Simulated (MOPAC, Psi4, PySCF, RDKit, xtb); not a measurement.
Internal rotation in SMILES c1cc[c]([GeH3])c(c1)C=C. Scanned: dihedral C1–C2–C3–C4; all other coordinates were relaxed at GFN2-xTB. Points at φ and −φ are mirror images.

Geometry of the scan point at -30° (Å):
```
19

C     -2.9229    -0.0073     0.1576
C     -1.7451     0.2802    -0.3788
C     -0.4672    -0.3019     0.0193
C     -0.2401    -0.7223     1.3283
C      0.9722    -1.2730     1.6968
C      1.9815    -1.4118     0.7589
C      1.7676    -0.9882    -0.5402
C      0.5592    -0.4238    -0.9257
Ge     0.3405     0.1372    -2.7857
H     -3.0284    -0.7146     0.9637
H     -3.8316     0.4505    -0.1940
H     -1.6921     0.9752    -1.2122
H     -1.0196    -0.6007     2.0661
H      1.1327    -1.5906     2.7170
H      2.9318    -1.8420     1.0406
H      2.5566    -1.0911    -1.2748
H      0.1680     1.6189    -2.9291
H      1.5677    -0.2438    -3.5511
H     -0.8381    -0.5022    -3.4497
```

- PBE0/def2-SVP // GFN2-xTB (Psi4)
- PBE0-D3(BJ)/def2-SVP // GFN2-xTB (Psi4)
- PBE/def2-SVP // GFN2-xTB (Psi4)
- PBE-D3(BJ)/def2-SVP // GFN2-xTB (Psi4)
- UFF // GFN2-xTB (RDKit)
- PM7, restricted, heats of formation // GFN2-xTB (MOPAC)
- GFN1-xTB // GFN2-xTB (xtb)
- RKS-B3LYP/6-31G* = PySCF with restricted B3LYP/6-31G*, spherical d, density fitting // GFN2-xTB
- RHF/6-31G* = restricted Hartree-Fock/6-31G*, spherical d, density fitting // GFN2-xTB run with PySCF
- RHF/LANL2DZ = restricted Hartree-Fock/LANL2DZ, with its core potentials past Ne // GFN2-xTB (PySCF)
- RHF/3-21G = PySCF with restricted Hartree-Fock/3-21G, density fitting // GFN2-xTB

Least-squares fit of E(φ) = a0 + Σ (a_n cos nφ + b_n sin nφ), n = 1 to 4, to the 12 scan points, in kcal/mol above the lowest point of each profile (levels whose profile four harmonics don't fit are not listed):

```csv
method,a0,a1,b1,a2,b2,a3,b3,a4,b4,rms of fit
PBE0/def2-SVP,1.69,-0.86,0.00,-1.20,0.00,-0.10,0.00,0.44,0.00,0.05
PBE0-D3(BJ)/def2-SVP,1.50,-0.71,0.00,-1.13,0.00,-0.14,0.00,0.46,0.00,0.05
PBE/def2-SVP,2.09,-0.83,0.00,-1.63,0.00,-0.04,0.00,0.40,0.00,0.02
PBE-D3(BJ)/def2-SVP,1.91,-0.68,0.00,-1.59,0.00,-0.08,0.00,0.42,0.00,0.02
UFF,2.87,-3.00,0.00,1.51,0.00,-1.39,0.00,2.17,0.00,0.41
PM7,1.37,-0.92,0.00,1.75,0.00,-0.49,0.00,0.56,0.00,0.24
GFN1-xTB,1.15,-0.50,0.00,-0.81,0.00,-0.37,0.00,0.57,0.00,0.09
RKS-B3LYP/6-31G*,1.71,-1.04,0.00,-1.08,0.00,0.01,0.00,0.43,0.00,0.04
RHF/6-31G*,1.38,-1.30,0.00,0.17,0.00,-0.08,0.00,0.49,0.00,0.08
RHF/LANL2DZ,1.74,-1.42,0.00,-0.46,0.00,-0.05,0.00,0.42,0.00,0.06
RHF/3-21G,0.95,-1.28,0.00,0.99,0.00,-0.29,0.00,0.45,0.00,0.12
```
